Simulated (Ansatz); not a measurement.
Ansatz (a quantum-chemistry and plane-wave program) input (CCSD(T)/aug-cc-pVDZ):

Ansatz 0.2 input:
```yaml
crystal:
  periodic: [false, false, false]
  atoms:
    - {symbol: C, position_ang: [-1.84654988, 0.17801064, 0.27515393]}
    - {symbol: C, position_ang: [-0.50047735, -0.03177211, -0.19799215]}
    - {symbol: O, position_ang: [-0.20916285, -0.37836689, -1.32634448]}
    - {symbol: O, position_ang: [0.42080695, 0.20361409, 0.76904635]}
    - {symbol: C, position_ang: [1.78530811, 0.01618117, 0.37533574]}
    - {symbol: H, position_ang: [-2.66019230, 0.01830819, -0.41477663]}
    - {symbol: H, position_ang: [-2.03765266, 0.48653027, 1.29178543]}
    - {symbol: H, position_ang: [2.04276713, 0.68685391, -0.44432986]}
    - {symbol: H, position_ang: [2.37891561, 0.24357599, 1.25638025]}
    - {symbol: H, position_ang: [1.95332415, -1.01176415, 0.05434072]}
basis:
  gaussian:
    orbitals: aug-cc-pVDZ
magnetization: {spin_polarized: true, initial_magnetization: 1}
correlation: {method: ccsd_t, electrons: outside_noble_gas}
output: {forces: true}
```

Output:

```
Functional definition: HF
integrals: 0.85 GiB planned
1573 factors; integrals over basis functions are off by at most 7.2e-4 eV
mean field: 0.81 GiB planned
mean field evaluation 1: about -7240.9620 eV, gradient 2.8e1 eV
mean field evaluation 2: about -7240.9637 eV, gradient 2.8e1 eV
mean field evaluation 4: about -7244.7944 eV, gradient 3.9e0 eV
mean field evaluation 8: about -7244.9511 eV, gradient 3.2e-1 eV
mean field evaluation 16: about -7244.9594 eV, gradient 1.4e-6 eV
mean field evaluation 32: about -7242.3260 eV, gradient 3.0e-1 eV
mean field evaluation 64: about -7242.3452 eV, gradient 3.3e-2 eV
mean field -7244.95938224 eV, -266.2473464875 hartree, gradient 1.4e-6 eV, S^2 0.799303; 1 other end points of the search recorded, 0 dependent functions left out
determinant -7244.95938224 eV, -266.2473464875 hartree, with singles and doubles -7267.32207237 eV, -267.0691601918 hartree
determinant -7242.34581476 eV, -266.1512996540 hartree, with singles and doubles -7264.56709989 eV, -266.9679168205 hartree
5 core orbitals not correlated
reference -7244.95938224 eV, -266.2473464875 hartree; 15, 14 occupied and 140, 141 virtual orbitals, 1573 factors
densities: 7.44 GiB planned
second order -21.25903778 eV of doubles, -0.00000000 eV of singles
coupled cluster: 4.14 GiB planned
cycle   1  -22.30381415 eV  change   -7.4e-1 eV  update   3.3e-2
cycle   2  -22.34715856 eV  change   -4.3e-2 eV  update   7.9e-3
cycle   3  -22.34984337 eV  change   -2.7e-3 eV  update   4.6e-3
cycle   4  -22.35140927 eV  change   -1.6e-3 eV  update   1.5e-3
cycle   5  -22.35175182 eV  change   -3.4e-4 eV  update   7.0e-4
cycle   6  -22.35209865 eV  change   -3.5e-4 eV  update   3.8e-4
cycle   7  -22.35233770 eV  change   -2.4e-4 eV  update   2.1e-4
cycle   8  -22.35242537 eV  change   -8.8e-5 eV  update   1.0e-4
cycle   9  -22.35243219 eV  change   -6.8e-6 eV  update   4.3e-5
cycle  10  -22.35241476 eV  change    1.7e-5 eV  update   1.9e-5
cycle  11  -22.35240683 eV  change    7.9e-6 eV  update   9.0e-6
cycle  12  -22.35240431 eV  change    2.5e-6 eV  update   4.2e-6
cycle  13  -22.35240353 eV  change    7.8e-7 eV  update   1.8e-6
cycle  14  -22.35240324 eV  change    2.9e-7 eV  update   8.4e-7
coupled cluster: 4.19 GiB planned
perturbative correction -0.79902080 eV, -0.0293634727 hartree
the calculation of the forces begins
Total energy: -7268.11080628 eV, -267.0981456283 hartree
Atom 0 at    -1.846550     0.178011     0.275154 Å, force    -0.403349     0.067080     0.156150 eV/Å
Atom 1 at    -0.500477    -0.031772    -0.197992 Å, force     0.299140     0.094417     0.375266 eV/Å
Atom 2 at    -0.209163    -0.378367    -1.326344 Å, force     0.292769    -0.359448    -1.171874 eV/Å
Atom 3 at     0.420807     0.203614     0.769046 Å, force    -0.122869     0.221940     0.733953 eV/Å
Atom 4 at     1.785308     0.016181     0.375336 Å, force     0.001387    -0.042157    -0.143351 eV/Å
Atom 5 at    -2.660192     0.018308    -0.414777 Å, force    -0.383156    -0.076717    -0.330046 eV/Å
Atom 6 at    -2.037653     0.486530     1.291785 Å, force    -0.082675     0.145356     0.480297 eV/Å
Atom 7 at     2.042767     0.686854    -0.444330 Å, force     0.099495     0.304233    -0.358099 eV/Å
Atom 8 at     2.378916     0.243576     1.256380 Å, force     0.239858     0.102527     0.392257 eV/Å
Atom 9 at     1.953324    -1.011764     0.054341 Å, force     0.059399    -0.457230    -0.134553 eV/Å
Dipole moment:     0.000314     0.107046     0.364685 e Å
```

It need not be the lowest isomer of its formula.
